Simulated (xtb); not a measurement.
Harmonic IR lines of one isomer of C₄H₇ClSi, unscaled. Level of theory: GFN2-xTB in xtb 6.7.1.

| wavenumber (cm⁻¹) | relative intensity |
|---|---|
| 519 | 10 |
| 543 | 19 |
| 739 | 8.0 |
| 777 | 100 |
| 790 | 71 |
| 796 | 9.0 |
| 831 | 48 |
| 1016 | 3.3 |
| 1278 | 10.0 |
| 1309 | 11 |
| 1617 | 11 |
| 1627 | 3.1 |
| 2238 | 97 |
| 2247 | 69 |
| 2275 | 58 |
| 3018 | 8.5 |
| 3072 | 7.8 |
| 3081 | 6.1 |

Question: Name which structure gives these lines.
A. `C=C/C=C(/[SiH3])Cl`
B. `[SiH3]/C=C/C=C\Cl`
C. `C=C/C([SiH3])=C\Cl`
D. `C=C([SiH3])/C=C\Cl`

Answer: B, `[SiH3]/C=C/C=C\Cl`
